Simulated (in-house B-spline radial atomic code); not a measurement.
**Pd+: [Kr] 4d9**

Level of theory: non-relativistic OLYP, spin-polarised, spherical fractional occupations, point nucleus; calculated with a B-spline radial code for spherical atoms.

Screening seen three ways: the hydrogenic charge with the same mean radius, Z_r = [3n² - l(l+1)]/(2<r>), the one with the same energy, Z_e = n√(-2ε), and Slater's rules. Values are occupation-weighted means over spin.

| shell | electrons | ε (eV) | <r> (bohr) | Z_r | Z_e | Slater |
| --- | --- | --- | --- | --- | --- | --- |
| 1s | 2 | -23444 | 0.03311 | 45.31 | 41.51 | 45.70 |
| 2s | 2 | -3367.3 | 0.1438 | 41.73 | 31.46 | 41.85 |
| 2p | 6 | -3128.7 | 0.1229 | 40.68 | 30.33 | 41.85 |
| 3s | 2 | -613.66 | 0.3916 | 34.48 | 20.15 | 34.75 |
| 3p | 6 | -518.33 | 0.3839 | 32.56 | 18.52 | 34.75 |
| 3d | 10 | -342.54 | 0.3568 | 29.43 | 15.05 | 24.85 |
| 4s | 2 | -90.062 | 0.9755 | 24.60 | 10.29 | 18.25 |
| 4p | 6 | -60.661 | 1.053 | 21.85 | 8.45 | 18.25 |
| 4d | 9 | -14.785 | 1.438 | 14.61 | 4.17 | 7.20 |

The least bound orbital is 4d down at -14.39 eV, and it is also the most diffuse (<r> = 1.444 bohr).

The density falls to 0.001 bohr⁻³ at 3.634 bohr; Σ<r²> = 35.656 bohr² gives, by the non-relativistic formula and without the paramagnetism of open shells, a Langevin diamagnetic susceptibility of -28.24×10⁻⁶ cm³/mol.
